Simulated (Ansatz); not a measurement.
Ansatz results at the PBE0-D4/def2-TZVP geometry: LUMO energy (ωB97M-V/def2-TZVPP) 0.54 eV; size of the dipole moment (PBE/def2-TZVPP) 1.15 D; HOMO energy (B3LYP/def2-TZVPP) -7.54 eV.

Each molecule was computed in one conformer, which needn't be the lowest.

Task: Which molecule gave them?
A. `C[CH2][Ga]([Cl])[Cl]`
B. `C[CH2][Ga]([OH])[F]`
C. `[F][Ga]([F])[SeH]`
D. `CC[O][GaH2]`

Result: D. The others give `C[CH2][Ga]([OH])[F]`: 1.18, 4.09, -8.16; `C[CH2][Ga]([Cl])[Cl]`: 0.56, 2.97, -8.18; `[F][Ga]([F])[SeH]`: 0.15, 2.44, -7.93.

B3LYP here is the variant with VWN-RPA as its local correlation; programs differ in this.
